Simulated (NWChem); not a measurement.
Species: CH₆O₂Si₂; SMILES OC1[SiH2]O[SiH2]1

```xyz
11

O      0.0069     2.1006    -0.3111
C     -0.0413     0.9255     0.4653
Si     1.2818    -0.3887     0.0110
O      0.0620    -1.5468    -0.2349
Si    -1.2526    -0.5005     0.0060
H     -0.7814     2.6203    -0.1245
H     -0.0320     1.1268     1.5576
H      2.2092    -0.8098     1.1015
H      2.0471    -0.0783    -1.2286
H     -2.1542    -1.0094     1.0828
H     -2.0413    -0.2516    -1.2365
```
Atoms are numbered in this order, from 1.

Computed with NWChem. Pople sets run with spherical d functions. Coordinates come from a PBE0/def2-SVP optimisation. GIAO values for the isolated, static molecule; σ is the absolute isotropic shielding, δ = σ(reference) − σ with the isolated reference molecule computed at the same levels (13C: tetramethylsilane, 1H: tetramethylsilane, 17O: water, 29Si: tetramethylsilane).

Q: Estimate the computed values for B3LYP/6-311G**. Quantities: δ O1 (ppm); δ C2 (ppm); δ Si3 (ppm); δ H6 (ppm); δ H7 (ppm); δ H8 (ppm); δ H10 (ppm).

A: δ O1 (ppm): 12.6
δ C2 (ppm): 72.8
δ Si3 (ppm): 14.2
δ H6 (ppm): -0.38
δ H7 (ppm): 4.98
δ H8 (ppm): 5.73
δ H10 (ppm): 5.70
